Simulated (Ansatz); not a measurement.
Gas-phase electronic energies from Ansatz, PBE0-D4/def2-TZVP geometries. CBS: MP2 limit from def2 TZ/QZ plus the TZ coupled-cluster correction, frozen cores. DFT in def2-TZVPP. B3LYP here is the variant with VWN-RPA as its local correlation; programs differ in this. Elements past krypton have def2 core potentials. For Te outer-core shells are correlated without core-valence functions, which leaves a few kJ/mol of doubt a bond. Each species was taken in one conformer, which may not be the lowest.

Consider the ligand exchange at the Si–C bond: `C=NC(F)[SiH2]N` + H₂Te → `N[SiH2][TeH]` + `C=NCF`.

```json
{"level": "PBE-D4", "ΔE (kJ/mol)": "-75.2"}
{"level": "B3LYP-D4", "ΔE (kJ/mol)": "-71.7"}
{"level": "ωB97X-V", "ΔE (kJ/mol)": "-72.2"}
{"level": "B2PLYP", "ΔE (kJ/mol)": "-76.3"}
{"level": "HF/def2-TZVPP", "ΔE (kJ/mol)": "-83.7"}
{"level": "MP2/def2-TZVPP", "ΔE (kJ/mol)": "-80.4"}
{"level": "CCSD/def2-TZVPP", "ΔE (kJ/mol)": "-73.8"}
{"level": "SCS-MP2/def2-QZVPP", "ΔE (kJ/mol)": "-81.2"}
```

(1) What does CCSD(T)/CBS give? (Estimate.)

Largest T1 diagnostic among the species: 0.013.

Results:

(1) Computed: -78.9 kJ/mol. The listed levels differ from it by 3.7, 7.2, 6.7, 2.6, -4.8, -1.5, 5.1, -2.3 kJ/mol.

The D4 term adds +3.4 kJ/mol with B3LYP and +2.3 kJ/mol with PBE0; it sums over pairs of atoms, weighted by their polarisabilities, and B3LYP, whose exchange is more repulsive, gets the larger term. In def2-TZVPP, CCSD(T) changes the Hartree–Fock value by +10.7 kJ/mol (the triples alone add +0.8 kJ/mol) and MP2 by +3.3 kJ/mol. From PBE to PBE0 (25 % exact exchange), in def2-TZVPP and without D4, ΔE moves by −3.9 kJ/mol.
